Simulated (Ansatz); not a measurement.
Program: Ansatz. Geometries: PBE0-D4/def2-TZVP. ΔE: electronic, gas phase. CCSD(T)/CBS adds triple-zeta CCSD(T) − MP2 to the extrapolated MP2 energy (def2 sets, frozen cores). Functionals use def2-TZVPP. B3LYP here is the variant with VWN-RPA as its local correlation; programs differ in this. For Ge outer-core shells are correlated without core-valence functions, which leaves a few kJ/mol of doubt a bond. Scalar relativity is left out up to krypton. One conformer a species, not always the lowest.

`[Cl][AlH][GeH3]` + `CC(C)[NH][AlH][F]` → `CC(C)[NH][AlH][Cl]` + `[F][AlH][GeH3]`  (redistribution)

`[Cl][AlH][GeH3]`:

Z-matrix (Å, degrees):
```
Ge
Al 1 2.467
H 1 1.540 2 112.3
H 1 1.540 2 111.0 3 120.5
H 1 1.540 2 111.0 3 -120.5
Cl 2 2.102 1 116.8 3 179.7
H 2 1.580 1 126.7 3 -0.3
```

`CC(C)[NH][AlH][F]`:

```xyz
15

C    -1.161   -0.836    0.923
C     0.018   -0.421    0.054
C    -0.057   -1.072   -1.320
N     0.118    1.026   -0.049
Al    1.445    2.044    0.492
F     1.320    3.674    0.258
H    -2.100   -0.496    0.476
H    -1.215   -1.923    1.027
H    -1.083   -0.395    1.919
H     0.937   -0.772    0.543
H     0.809   -0.800   -1.926
H    -0.957   -0.740   -1.848
H    -0.099   -2.162   -1.242
H    -0.699    1.426   -0.491
H     2.725    1.448    1.182
```

`CC(C)[NH][AlH][Cl]`:

Z-matrix (Å, degrees):
```
C
C 1 1.522
H 1 1.093 2 111.3
H 1 1.092 2 110.8 3 120.9
H 1 1.095 2 110.3 3 -119.6
C 2 1.522 1 111.1 3 57.1
N 2 1.454 1 111.3 3 -178.1
H 2 1.098 1 107.9 3 -61.0
H 6 1.095 2 110.3 1 62.5
H 6 1.093 2 111.3 1 -57.1
H 6 1.092 2 110.8 1 -178.0
Al 7 1.757 2 127.7 1 117.9
H 7 1.011 2 111.8 1 -62.2
Cl 12 2.100 7 117.6 2 180.0
H 12 1.572 7 121.4 2 -0.0
```

`[F][AlH][GeH3]`:

Cartesian coordinates in Å:
```
F 1.696 -0.454 1.915
Al 0.864 -0.954 0.579
Ge -0.647 0.690 -0.475
H 1.109 -2.447 0.121
H -2.072 0.559 0.098
H -0.193 2.141 -0.244
H -0.757 0.464 -1.994
```

```tsv
level	ΔE (kJ/mol)	difference from CCSD(T)/CBS
PBE-D4	-0.5	-0.3
r2SCAN-D4	-0.5	-0.3
PBE0-D4	0.1	0.3
B3LYP-D4	-0.4	-0.2
ωB97X-V	-0.9	-0.7
ωB97M-V	-0.5	-0.3
B2PLYP	-0.4	-0.2
PBE	-0.4	-0.2
r2SCAN	-0.3	-0.1
PBE0	0.2	0.4
B3LYP	-0.4	-0.2
HF/def2-TZVPP	0.0	0.2
MP2/def2-TZVPP	0.1	0.3
SCS-MP2/def2-TZVPP	-0.1	0.1
CCSD/def2-TZVPP	0.0	0.2
CCSD(T)/def2-TZVPP	-0.2	0.0
HF/def2-QZVPP	-0.2	0.0
MP2/def2-QZVPP	0.0	0.2
SCS-MP2/def2-QZVPP	-0.2	0.0
HF/CBS(def2)	-0.3	-0.1
MP2/CBS(def2)	0.1	0.3
CCSD/CBS(def2)	0.0	0.2
CCSD(T)/CBS	-0.2	0
```

Largest T1 diagnostic among the species: 0.013.
